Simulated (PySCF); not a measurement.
A structure optimised at PBE-D3(BJ)/def2-SVP, used in a PySCF frequency run:

```
N
C 1 1.4483
H 2 1.1089 1 110.76
H 2 1.1170 3 106.93 1 123.93
H 2 1.1189 3 107.41 4 113.91
C 1 1.4543 2 114.83 3 -177.08
H 6 1.1116 1 108.69 2 167.01
H 6 1.1201 7 105.91 1 117.58
C 6 1.5355 7 108.77 8 116.69
H 9 1.1089 6 111.95 7 -177.83
H 9 1.1095 10 107.37 6 -121.80
H 9 1.1096 10 107.77 11 -116.39
In 1 2.0618 2 122.82 3 4.78
H 13 1.7304 1 113.03 2 -179.40
H 13 1.7306 14 133.81 7 -175.07
```

Problem. Write its SMILES and formula.

Solution. CC[N](C)[InH2], C₃H₁₀InN

Problem. What are its rotational constants (standard atomic weights)?

Solution. 5.1949, 1.3305, 1.1362 GHz
